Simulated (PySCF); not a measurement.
A geometry optimisation on `C[B](P)[BiH2]`.

Method: PBE0-D3(BJ)/def2-SVP geometry optimisation, gas phase, def2 core potentials past Kr (PySCF 2.14.0). Start geometry: GFN2-xTB. A driver script takes a list of jobs; this job's settings line and coordinates (Å) are shown.

Input:
```
{"job": {"xc": "PBE0", "basis": "def2-SVP", "d3": "d3bj", "grid": 1, "maxiter": 30, "shake": 0.01, "kind": "geom"}, "charge": 0, "multiplicity": 1}
C     -0.008560    -1.594930     0.166710
B     -0.127580    -0.057740    -0.260960
P     -1.805460     0.796690    -0.199720
Bi     1.777660     0.958040    -1.279520
H      0.870350    -1.790000     0.723850
H     -0.884470    -1.925100     0.739190
H      0.042800    -2.196950    -0.730370
H     -1.411400     2.074180     0.207770
H     -2.232950     0.392070     1.071170
H      2.621160     0.757640     0.269200
H      1.196550     2.560270    -0.722990
```

Output:
```
step   0  E = -622.75489831  max force = 0.028847
step   1  E = -622.75883532  max force = 0.005838
step   2  E = -622.75909511  max force = 0.001584
step   3  E = -622.75913855  max force = 0.001092
step   4  E = -622.75915117  max force = 0.000756
step   5  E = -622.75915582  max force = 0.000135
optimisation converged
```

Energies in Eh; «max force» is the largest Cartesian gradient component in Eh/bohr.

Question: How much energy does the optimisation release, in eV?

Answer: E(step 0) − E(last step) = 0.004258 Eh, which is 0.116 eV.

Question: Give the first gradient maximum in eV/Å.

Answer: With 1 Eh/bohr = 51.422 eV/Å, 1.483 eV/Å.

In short: final energy -622.75916 Eh after 5 steps; dipole 1.16 D.

Question: Give the final coordinates.

Answer: 0.107 Å rms from the input after alignment:
```
atom  x, y, z in Å
C1    -0.1406   -1.5827    0.2708
B2    -0.1625   -0.0833   -0.1870
P3    -1.6778    1.0009   -0.0006
Bi4    1.6117    0.6832   -1.5462
H5     0.7838   -1.7818    0.8407
H6    -0.9998   -1.8938    0.8852
H7    -0.0879   -2.2486   -0.6093
H8    -1.1620    2.2895    0.2861
H9    -2.2076    0.6616    1.2759
H10    2.7259    0.4729   -0.1511
H11    1.3455    2.4055   -1.1101
```

Question: Estimate the wall time. Hardware: one thread of an Arm Neoverse V1, on a shared host. And the peak memory of the process?

Answer: About 32 s, with 0.46 GiB resident at the peak, the Python interpreter and its libraries included.
Labels such as C1 count atoms from 1, the log's own numbers from 0.
